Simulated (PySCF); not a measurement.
Species: C5H10ClO (doublet state).
Numbering: `[CH3:1][CH2:2][C:3]([CH2:4][OH:5])[CH2:6][Cl:7]` (hydrogens: H8, H9, H10 on C1; H11, H12 on C2; H13, H14 on C4; H15 on O5; H16, H17 on C6)

Geometry (GFN2-xTB, Å), atoms numbered from 1 in this order:
```
atom  x, y, z in Å
C1     1.9588    0.3018   -0.3839
C2     0.6599    0.0805   -1.1773
C3    -0.5253   -0.0178   -0.2814
C4    -0.8993   -1.3632    0.2480
O5    -1.7825   -1.3461    1.3321
C6    -1.1531    1.1461    0.2474
Cl7   -0.4018    1.5715    2.0137
H8     2.7997    0.3952   -1.0664
H9     2.1423   -0.5361    0.2836
H10    1.8872    1.2069    0.2120
H11    0.7550   -0.8378   -1.7611
H12    0.5310    0.9188   -1.8658
H13   -1.4003   -1.9508   -0.5352
H14    0.0237   -1.9143    0.5071
H15   -1.4433   -0.7239    1.9905
H16   -2.1950    1.0175    0.5233
H17   -0.9640    2.0638   -0.2967
```

The hyperfine couplings belong to this conformer and change with its torsions.

Method: UKS B3LYP, pcH-1 on C Cl H O, non-relativistic, mean-field spin-orbit, GIAO (PySCF 2.14.0). One conformer (not necessarily the lowest) at the GFN2-xTB geometry, without solvent, vibrations or thermal averaging. A GFN2-xTB geometry isn't a minimum of the functional, and hyperfine couplings can be far from their values at a DFT geometry. Stability of the SCF solution: not tested.

Question: Match the computed a_iso(13C) values +76.4, +51.6, -28.2, -23.2, +16.1 MHz with the sites C1; C2; C3; C4; C6.

Answer: 
| site | a_iso (MHz) | ρ(0) (bohr⁻³) | position | distance from C3 (Å) | spin population | largest \|T\| (MHz) |
| --- | --- | --- | --- | --- | --- | --- |
| C1 | +51.6 | +0.0459 | 2 bonds from C3 | 2.51 | +0.04 | 9.9 |
| C2 | -23.2 | -0.0206 | 1 bond from C3 | 1.49 | -0.06 | 2.2 |
| C3 | +76.4 | +0.0679 | largest spin population | 0.00 | +0.81 | 134.6 |
| C4 | -28.2 | -0.0251 | 1 bond from C3 | 1.49 | -0.06 | 1.8 |
| C6 | +16.1 | +0.0145 | 1 bond from C3 | 1.42 | -0.04 | 3.8 |

ρ(0) is the spin density at the nucleus and T the dipolar tensor; a_iso includes a spin–orbit part; entries for several nuclei are means. The Mulliken spin populations are largest on C3 (+0.81), Cl7 (+0.20) and C4 (-0.06). The angles at C3 add up to 359.1°, so it is planar.

Examples of negative spin density at the nucleus (bohr⁻³): C4 (-0.0251) and C2 (-0.0206).

Class means assume fast exchange of nuclei equivalent by connectivity; if that motion is slow, each nucleus keeps its own coupling. The three 1H nuclei of mean +0.9 MHz run from -3.5 to 9.6 MHz in the frozen geometry. The 1H value of +19.9 MHz is a mean of couplings from 5.5 to 34.2 MHz in this one geometry, not an average over conformers. The 1H value of +94.0 MHz is a mean of couplings from 85.0 to 102.9 MHz in this one geometry, not an average over conformers.

The run took 2.0 min (grids of density and orbitals included) on Intel Xeon Platinum 8259CL at 2.50 GHz, one thread, shared host with 96 logical CPUs at a one-minute load of 91, and the process peaked at 1.0 GiB of memory.
